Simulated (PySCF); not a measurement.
**UHF on P (phosphorus, neutral)**

Configuration: [Ne] 3s2 3p3, high-spin 4S determinant. Computed with PySCF 2.14 in def2-QZVPPD, with no relativity, point nucleus.

```json
{"Total energy": "-340.719050 hartree", "One-electron energy": "-471.5058 hartree", "Hartree (Coulomb) energy": "153.4291 hartree", "Exchange energy": "-22.6423 hartree", "Kinetic energy": "340.71893 hartree", "⟨S²⟩": "3.7507", "⟨L²⟩": "0.000", "Sum of ⟨r⟩": "14.97 bohr", "Sum of ⟨r²⟩": "30.25 bohr²", "Density at the nucleus (Gaussians lack the cusp)": "2170 bohr⁻³", "Spin density at the nucleus": "-0.150 bohr⁻³", "Langevin diamagnetic susceptibility": "-24.0 ×10⁻⁶ cm³/mol"}
```

```tsv
shell	electrons	mean orbital energy (eV)	rms radius, mean of both spins (bohr)
1s α	1	-2176.4	0.120
1s β	1	-2175.8	0.120
2s α	1	-204.67	0.562
2s β	1	-204.08	0.562
2p α	3	-147.52	0.540
2p β	3	-146.39	0.540
3s α	1	-22.753	2.09
3s β	1	-15.133	2.09
3p α	3	-10.669	2.52
```

Spin-orbit constants ζ (cm⁻¹) from the X2C one-electron operator on these orbitals (non-relativistic here): bare nucleus, nucleus screened by l(l+1)(2l+1)/3 electrons, and screened by the Breit-Pauli mean field of the electrons.

```csv
shell,bare,screened nucleus,mean field
2p,5411,4689,4362
3p,288.2,249.7,228.0
```
